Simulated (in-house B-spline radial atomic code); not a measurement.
**Removing one electron from V XXII (V21+)**

Closed shell 1s2. Computed with a B-spline radial code for spherical atoms: Koopmans values of Dirac-Hartree-Fock plus a diagonal self-energy, in second order or with its direct term screened (direct RPA, with the hole-particle interaction, or full time-dependent Hartree-Fock), linearised in energy; no-pair Dirac-Coulomb Hamiltonian, finite nucleus. Shifts add to the Koopmans value (the ΔSCF shift is orbital relaxation alone); the final value takes TDHF screening with Breit and QED.

Command:
```bash
python run_mb.py task.json out
```
Settings (nuclear radius in fm, box in bohr, cutoff in hartree):
```
basis_form          2
Z                   23
core_configuration  1s2
rms_radius          3.6002
mass_number         51
speed_of_light      137.036
box_radius          4.524
lmax                7
intervals           60
virtual_cutoff      2116.0
```

Time taken, with all properties: 0.4 s on 1 thread of AMD EPYC 9R45 96-Core Processor, with other jobs on the host.

Energies in eV:

| subshell | Koopmans | ΔSCF shift | second order | direct RPA | hole-particle | TDHF | Breit + QED | final |
| --- | --- | --- | --- | --- | --- | --- | --- | --- |
| 1s1/2 | 6858.15 | -1.548 | ? | ? | ? | ? | ? | ? |

Q: What does the self-energy do to 1s1/2?

A: It shifts the removal energy by -0.423 eV in second order, -0.362 with direct RPA, -0.440 with the hole-particle term and -0.453 with TDHF screening (quasi-particle weight 1.000); Breit and QED add -6.710 eV. The final value is 6850.99 eV, against 6851.311 eV (NIST, tabulated theory). Recoil and two-electron QED terms are left out.
